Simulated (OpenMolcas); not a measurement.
Pd3+: effect of correlating more closed shells

- Program: OpenMolcas
- Basis: ANO-RCC-VTZP [7s6p4d2f1g]
- Scalar Hamiltonian: DKH2, point nucleus
- Active space: 7 electrons in 5 orbitals (4d)
- State averaging: 2S+1 = 4 even, 10 roots; 2S+1 = 2 even, 40 roots
- Spin-orbit coupling: state interaction with AMFI integrals over the reference wave functions, term energies averaged over their components

Methods on the same reference wave functions:
A. CASSCF
B. MS-CASPT2, IPEA 0.25 Eh, imaginary shift 0.1 Eh (closed shells correlated: none)
C. MS-CASPT2, IPEA 0.25 Eh, imaginary shift 0.1 Eh (closed shells correlated: 4s 4p)
D. MS-CASPT2, IPEA 0.25 Eh, imaginary shift 0.1 Eh (closed shells correlated: 3d 4s 4p)

Energies in eV above 4d⁷ ⁴F_9/2.

```tsv
Level	A	B	C	D
4d⁷ ⁴F_9/2	0.0000	0.0000	0.0000	0.0000
4d⁷ ⁴F_7/2	0.3408	0.343	0.345	0.345
4d⁷ ⁴F_5/2	0.5584	0.554	0.557	0.557
4d⁷ ⁴F_3/2	0.6964	0.686	0.688	0.688
4d⁷ ⁴P_3/2 [70 %]	2.0665	1.687	1.642	1.635
4d⁷ ⁴P_5/2	2.0767	1.684	1.683	1.678
4d⁷ ²G_9/2	2.1576	2.035	1.918	1.909
4d⁷ ⁴P_1/2	2.3046	1.919	1.900	1.894
4d⁷ ²G_7/2	2.4973	2.364	2.252	2.242
4d⁷ ²H_11/2	2.8651	2.773	2.591	2.580
4d⁷ ²D_5/2(1)	3.1428	2.723	2.717	2.705
4d⁷ ²P_1/2	3.1859	2.841	2.680	2.670
4d⁷ ²H_9/2	3.2074	3.111	2.937	2.926
4d⁷ ²D_3/2(1) [65 %]	3.7160	3.318	3.262	3.251
4d⁷ ²F_5/2	4.7270	4.138	3.936	3.919
4d⁷ ²F_7/2	4.8937	4.315	4.111	4.094
4d⁷ ²D_3/2(2)	7.3684	6.321	6.270	6.247
4d⁷ ²D_5/2(2)	7.5334	6.491	6.431	6.408
```

Among B to D the level of the table that moves most is 4d⁷ ²F_7/2, by 1800 cm-1 (lowest in D, highest in B). Moves below CASPT2's spread within the term are not significant.

From A to B the spin-free energies of the other terms of 4d⁷ shown, above ⁴F, scale by factors of 0.79 to 0.96, as is usual when dynamic correlation screens the repulsion within a d or f shell.

The lowest spin-free term lies below A's lowest term by 0.162 hartree in B, 0.456 hartree in C, 0.505 hartree in D.

What an inner shell adds also hangs on whether the basis holds functions to correlate it.

Term energies are means over components that CASPT2 splits; among the terms shown or strongly mixed into the levels shown the widest spread is 820 cm-1 (4d⁷ ⁴F, D). Without dynamic correlation excited terms often stand tens of per cent too high (terms of higher spin than the ground term too low), and those without a measured partner can miss by more than the paired ones (holds for A). Levels of configurations outside the active space are missing. Levels that lie high or do not pair safely by name in every column are left out.

A share in square brackets marks a mixed level and gives the weight of the term that names it, the lowest over the columns. A number in round brackets counts repeated terms of one configuration in the order of the reference energies.
